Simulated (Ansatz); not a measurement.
Ansatz (a first-principles code) input:

Ansatz 0.2 input:
```yaml
crystal:
  periodic: [false, false, false]
  atoms:
    - {symbol: Si, position_ang: [0.49822045, 0.53978993, -0.47980699]}
    - {symbol: C, position_ang: [1.25870668, -1.07520823, -1.05892668]}
    - {symbol: Cl, position_ang: [1.60930152, 1.27862170, 1.13691715]}
    - {symbol: N, position_ang: [-1.11578771, 0.22936954, 0.04368741]}
    - {symbol: Si, position_ang: [-2.10986372, -1.17720939, -0.19841132]}
    - {symbol: H, position_ang: [0.70645812, -1.48077074, -1.90859192]}
    - {symbol: H, position_ang: [2.29234042, -0.91536788, -1.36502216]}
    - {symbol: H, position_ang: [1.24754982, -1.80708775, -0.24674748]}
    - {symbol: H, position_ang: [-1.55909056, 0.98397036, 0.55061546]}
    - {symbol: H, position_ang: [-3.49906247, -0.81575230, 0.16125450]}
    - {symbol: H, position_ang: [-1.67078817, -2.32049033, 0.63710176]}
    - {symbol: H, position_ang: [-2.05425326, -1.61153551, -1.61339698]}
basis:
  gaussian:
    orbitals: STO-3G
magnetization: {spin_polarized: true, initial_magnetization: 1}
correlation: {method: ccsd_t, electrons: outside_noble_gas}
```

Question: Which total energy does the run end on?

Answer: -1121.31548 Eh (CCSD(T)/STO-3G). The basis has 44 functions.

It need not be the lowest isomer of its formula.
